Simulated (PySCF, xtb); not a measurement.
C2BrCl3, SMILES C(Br)(Cl)=C(Cl)Cl.

Harmonic wavenumbers (cm⁻¹) from GFN2-xTB run with xtb at its own minimum, in rising order: 84, 121, 180, 236, 271, 281, 397, 401, 682, 781, 845, 1564.

What does B3LYP-D3(BJ)/def2-SVP in PySCF give at its own minimum? (Estimate from the structure and the level; the computed values follow.)

87, 156, 217, 266, 276, 316, 417, 513, 743, 873, 965, 1619. Paired by order, the mean absolute difference is 50 cm⁻¹ and the zero-point energies are 8.4 and 9.2 kcal/mol.
